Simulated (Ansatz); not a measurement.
Reaction (ligand exchange at a Mo–O bond): `C[O][Mo](=[O])([OH])=[S]` + HCl → `[O]=[Mo]([OH])(=[S])[Cl]` + CH₃OH

Isolated molecules relaxed with PBE0-D4/def2-TZVP in Ansatz; ΔE leaves out vibrations. CCSD(T)/CBS is the MP2 limit (def2-TZVPP, def2-QZVPP) plus CCSD(T) − MP2 in def2-TZVPP, frozen cores. This one scheme is used for every species. Functionals use def2-TZVPP. HSE06 is defined as in plane-wave codes. Elements past krypton have def2 core potentials. For Mo outer-core shells are correlated without core-valence functions, which leaves a few kJ/mol of doubt a bond. One conformer a species, not always the lowest.

CCSD(T)/CBS gives -5.7 kcal/mol.

Q: Another level gave -4.1 kcal/mol. Which?
A. SCS-MP2/def2-TZVPP
B. HSE06-D4/def2-TZVPP
C. BLYP-D4/def2-TZVPP
D. RPA@PBE/def2-TZVPP

A: D. RPA@PBE/def2-TZVPP -4.1, HSE06-D4 -5.5, SCS-MP2/def2-TZVPP -7.6, BLYP-D4 -3.1 kcal/mol.

Q: What do rigid-rotor, harmonic-oscillator terms from PBE0-D4/def2-TZVP frequencies (298.15 K, 1 bar) make of the CCSD(T)/CBS value? (Best estimate.)

A: Computed: ΔZPE = +2.7 kcal/mol, ΔH = -3.7 kcal/mol, ΔS = 6 J/(mol·K), ΔG = -4.1 kcal/mol. Modes under 50 cm⁻¹ make the entropy rough.

Largest T1 diagnostic among the species: 0.024, so the coupled-cluster value is less sure than usual.

From r2SCAN to r2SCAN0 (25 % exact exchange), in def2-TZVPP and without D4, ΔE moves by −1.0 kcal/mol. Leaving LDA and LC-ωPBE aside and taking each functional with its dispersion term where it has one, the values, not all of them listed here, spread over 3.9 kcal/mol, from PBE-QIDH to CAM-B3LYP-D4. LDA lies +1.8 kcal/mol from PBE without D4.

CCSD(T)/CBS has its own doubt, a few kJ/mol and more with outer-core shells, so smaller differences from it don't rank the levels.
